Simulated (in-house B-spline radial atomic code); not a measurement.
Response of Pb V (Pb4+) as one setting changes: the share of exact exchange in a PBE hybrid. A dash marks a strongly mixed or unbound state. Computed with a B-spline radial code for spherical atoms: linear response of the closed shell [Xe] 4f14 5d10 with the functional's adiabatic kernel; scalar-relativistic (spin-free one-electron X2C), finite nucleus, no spin-orbit coupling, no double excitations, S, P, D and F terms only; shells from n = 3 respond. Only terms of natural parity with L up to 3 were computed.

Spin-orbit coupling is strong here, so these LS terms don't match observed levels.

```json
{"share of exact exchange in a PBE hybrid": "0", "lowest 1P (eV)": "5d → 6p 27.001", "lowest 3P, Tamm-Dancoff (eV)": "5d → 6p 25.321", "minus highest occupied level (eV)": "61.58", "α (bohr³)": "3.868"}
{"share of exact exchange in a PBE hybrid": "0.1", "lowest 1P (eV)": "5d → 6p 27.305", "lowest 3P, Tamm-Dancoff (eV)": "5d → 6p 25.615", "minus highest occupied level (eV)": "62.52", "α (bohr³)": "3.832"}
{"share of exact exchange in a PBE hybrid": "0.2", "lowest 1P (eV)": "5d → 6p 27.609", "lowest 3P, Tamm-Dancoff (eV)": "5d → 6p 25.908", "minus highest occupied level (eV)": "63.46", "α (bohr³)": "3.797"}
{"share of exact exchange in a PBE hybrid": "0.3", "lowest 1P (eV)": "5d → 6p 27.913", "lowest 3P, Tamm-Dancoff (eV)": "5d → 6p 26.202", "minus highest occupied level (eV)": "64.40", "α (bohr³)": "3.763"}
{"share of exact exchange in a PBE hybrid": "0.4", "lowest 1P (eV)": "5d → 6p 28.218", "lowest 3P, Tamm-Dancoff (eV)": "5d → 6p 26.497", "minus highest occupied level (eV)": "65.34", "α (bohr³)": "3.729"}
{"share of exact exchange in a PBE hybrid": "0.5", "lowest 1P (eV)": "5d → 6p 28.523", "lowest 3P, Tamm-Dancoff (eV)": "5d → 6p 26.791", "minus highest occupied level (eV)": "66.29", "α (bohr³)": "3.696"}
{"share of exact exchange in a PBE hybrid": "0.6", "lowest 1P (eV)": "?", "lowest 3P, Tamm-Dancoff (eV)": "?", "minus highest occupied level (eV)": "?", "α (bohr³)": "?"}
{"share of exact exchange in a PBE hybrid": "0.7", "lowest 1P (eV)": "?", "lowest 3P, Tamm-Dancoff (eV)": "?", "minus highest occupied level (eV)": "?", "α (bohr³)": "?"}
{"share of exact exchange in a PBE hybrid": "0.8", "lowest 1P (eV)": "5d → 6p 29.441", "lowest 3P, Tamm-Dancoff (eV)": "5d → 6p 27.677", "minus highest occupied level (eV)": "69.17", "α (bohr³)": "3.602"}
{"share of exact exchange in a PBE hybrid": "0.9", "lowest 1P (eV)": "5d → 6p 29.747", "lowest 3P, Tamm-Dancoff (eV)": "5d → 6p 27.973", "minus highest occupied level (eV)": "70.14", "α (bohr³)": "3.571"}
{"share of exact exchange in a PBE hybrid": "1", "lowest 1P (eV)": "5d → 6p 30.05", "lowest 3P, Tamm-Dancoff (eV)": "5d → 6p 28.269", "minus highest occupied level (eV)": "71.11", "α (bohr³)": "3.542"}
```

Problem. What belongs in the row for 0.6?

Solution. lowest 1P (eV): 5d → 6p 28.829; lowest 3P, Tamm-Dancoff (eV): 5d → 6p 27.086; minus highest occupied level (eV): 67.25; α (bohr³): 3.664.

Problem. What belongs in the row for 0.7?

Solution. lowest 1P (eV): 5d → 6p 29.135; lowest 3P, Tamm-Dancoff (eV): 5d → 6p 27.381; minus highest occupied level (eV): 68.21; α (bohr³): 3.633.
